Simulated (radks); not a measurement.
Results of a calculation; reference values are marked as such.
Pm LVI, 6 electrons, occupied as [He] 2s2 2p2. Code: a radial shooting solver on a logarithmic mesh with Libxc functionals. Model: non-relativistic Kohn-Sham, PBE, spin-polarised, spherical densities, point nucleus; open shells are filled with parallel spins first (spin-orbit coupling, left out, can overturn this in heavy ions); relativity is left out, which matters for an element this heavy.

Unscreened Slater integrals over Kohn-Sham orbitals (hartree). They are taken over the spin-up orbitals. Empty in this configuration: 3s.

integral,value
"F0(2p,2p)",10.597
"F2(2p,2p)",5.1087
"F0(2p,2s)",9.5228
"G1(2p,2s)",5.2487
"F0(2p,1s)",14.229
"G1(2p,1s)",2.8574
"F0(2p,3s)",5.0186
"G1(2p,3s)",0.54055
"F0(2s,2s)",8.8672
"F0(2s,1s)",12.387
"G0(2s,1s)",1.2634
"F0(2s,3s)",4.8770
"G0(2s,3s)",0.42771
"F0(1s,1s)",37.803
"F0(1s,3s)",5.7477
"G0(1s,3s)",0.32039
"F0(3s,3s)",3.8408

Derived for the open shells (J is the average intra-shell exchange parameter used in DFT+U). 2p: J = F2/5 = 1.022 hartree.
